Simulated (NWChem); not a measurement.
All runs are NWChem calculations. System: HCl₂Si, charge 0, spin multiplicity 2, at a geometry optimised with UPBE/def2-SVP. The structure started from a generated list of species. Its SCF solution wasn't tested for a lower state. Level: UHF/def2-TZVP.

Job file:

```
start mol
memory heap 200 mb stack 900 mb global 1100 mb
geometry units angstroms nocenter noautoz
  Cl     0.339864    -0.171836     1.710184
  Si    -0.680654     0.435534     0.000000
  Cl     0.339864    -0.171836    -1.710184
  H     -2.026220    -0.255060     0.000000
  symmetry group Cs
end
basis spherical
  * library def2-tzvp
end
scf
  uhf
  nopen 1
  maxiter 100
  thresh 1e-7
  semidirect memsize 60000000 filesize 0
  # guess.movecs holds the orbitals of an unrestricted PBE0 run
  vectors input guess.movecs output mol.movecs
end
task scf energy
```

Output (cleaned and shortened):

```
             Northwest Computational Chemistry Package (NWChem) 7.3.0
             --------------------------------------------------------

                                NWChem Input Module
                                -------------------

 Scaling coordinates for geometry "geometry" by  1.889725989
 (inverse scale =  0.529177249)

 Turning off AUTOSYM since
 SYMMETRY directive was detected!

                             Geometry "geometry" -> ""
                             -------------------------

 Output coordinates in angstroms (scale by  1.889725989 to convert to a.u.)

  No.       Tag          Charge          X              Y              Z
 ---- ---------------- ---------- -------------- -------------- --------------
    1 Cl                  17.0000     0.33986400    -0.17183600     1.71018400
    2 Si                  14.0000    -0.68065400     0.43553400     0.00000000
    3 Cl                  17.0000     0.33986400    -0.17183600    -1.71018400
    4 H                    1.0000    -2.02622000    -0.25506000     0.00000000

 Effective nuclear repulsion energy (a.u.)     176.7497494819

            Nuclear Dipole moment (a.u.)
            ----------------------------
        X                 Y               Z
 ---------------- ---------------- ----------------
     0.0000000000    -0.0000151178     0.0000000000

      Symmetry information
      --------------------

 Group name             Cs
 Group number              2
 Group order               2
 No. of unique centers     3

      Symmetry unique atoms

     1    2    4


 Summary of "ao basis" -> "" (spherical)
 ------------------------------------------------------------------------------
       Tag                 Description            Shells   Functions and Types
 ---------------- ------------------------------  ------  ---------------------
 *                         def2-tzvp                  on all atoms

 Summary of "ao basis" -> "ao basis" (spherical)
 ------------------------------------------------------------------------------
       Tag                 Description            Shells   Functions and Types
[...]
    79      0.707647  3 Cl s                 18      0.312364  1 Cl px
    92     -0.312364  3 Cl px                54      0.207275  2 Si pz
    20      0.172640  1 Cl pz                94      0.172640  3 Cl pz
    19     -0.170997  1 Cl py                93      0.170997  3 Cl py

 center of mass
 --------------
 x =   0.05128461 y =  -0.00171863 z =   0.00000000

 moments of inertia (a.u.)
 ------------------
         757.016915696126          42.334371392304           0.000000000000
          42.334371392304         820.107195272304           0.000000000000
           0.000000000000           0.000000000000         116.209976308125

  Mulliken analysis of the total density
  --------------------------------------

    Atom       Charge   Shell Charges
 -----------   ------   -------------------------------------------------------
    1 Cl  17    17.29   2.01  0.45  1.52  1.08  0.86  4.18  1.69  1.07  2.89  1.50  0.01  0.03  0.00
    2 Si  14    13.41   2.00  0.59  1.39  0.89  0.34  4.11  1.73  0.47  1.18  0.25  0.15  0.25  0.06
    3 Cl  17    17.29   2.01  0.45  1.52  1.08  0.86  4.18  1.69  1.07  2.89  1.50  0.01  0.03  0.00
    4 H    1     1.00   0.23  0.55  0.21  0.01

  Mulliken analysis of the alpha density
  --------------------------------------

    Atom       Charge   Shell Charges
 -----------   ------   -------------------------------------------------------
    1 Cl  17     8.67   1.01  0.22  0.76  0.54  0.43  2.09  0.84  0.54  1.46  0.75  0.00  0.01  0.00
    2 Si  14     7.11   1.00  0.30  0.69  0.52  0.22  2.06  0.86  0.27  0.76  0.18  0.08  0.14  0.03
    3 Cl  17     8.67   1.01  0.22  0.76  0.54  0.43  2.09  0.84  0.54  1.46  0.75  0.00  0.01  0.00
    4 H    1     0.55   0.12  0.30  0.12  0.01

   Mulliken analysis of the beta density
   -------------------------------------

    Atom       Charge   Shell Charges
 -----------   ------   -------------------------------------------------------
    1 Cl  17     8.62   1.01  0.22  0.76  0.54  0.43  2.09  0.85  0.52  1.42  0.75  0.00  0.01  0.00
    2 Si  14     6.31   1.00  0.29  0.70  0.37  0.12  2.05  0.87  0.20  0.42  0.07  0.07  0.12  0.03
    3 Cl  17     8.62   1.01  0.22  0.76  0.54  0.43  2.09  0.85  0.52  1.42  0.75  0.00  0.01  0.00
    4 H    1     0.46   0.11  0.25  0.10  0.01

   Mulliken analysis of the spin density
   -------------------------------------

    Atom       Charge   Shell Charges
 -----------   ------   -------------------------------------------------------
    1 Cl  17     0.05   0.00  0.00 -0.00  0.00 -0.00  0.00 -0.00  0.02  0.04 -0.01  0.00  0.00  0.00
    2 Si  14     0.80   0.00  0.00 -0.01  0.14  0.11  0.02 -0.01  0.07  0.34  0.11  0.01  0.02 -0.00
    3 Cl  17     0.05   0.00  0.00 -0.00  0.00 -0.00  0.00 -0.00  0.02  0.04 -0.01  0.00  0.00  0.00
    4 H    1     0.09   0.02  0.05  0.02 -0.00

       Multipole analysis of the density wrt the origin
       ------------------------------------------------

     L   x y z        total         alpha         beta         nuclear
     -   - - -        -----         -----         ----         -------
     0   0 0 0     -0.000000    -25.000000    -24.000000     49.000000

     1   1 0 0     -0.495780      0.404194     -0.899974      0.000000
     1   0 1 0      0.289484     -0.759767      1.049266     -0.000015
     1   0 0 1     -0.000000     -0.000000     -0.000000      0.000000

     2   2 0 0    -28.177470    -41.978825    -38.046507     51.847861
     2   1 1 0     -0.465055     11.065714      8.535375    -20.066144
     2   1 0 1      0.000000      0.000000      0.000000      0.000000
     2   0 2 0    -28.680681    -24.245419    -17.736236     13.300974
     2   0 1 1     -0.000000     -0.000000     -0.000000      0.000000
     2   0 0 2    -30.917895   -194.402948   -191.624427    355.109480

 Task  times  cpu:        5.0s     wall:        5.0s

 Total times  cpu:        5.1s     wall:        5.1s
```
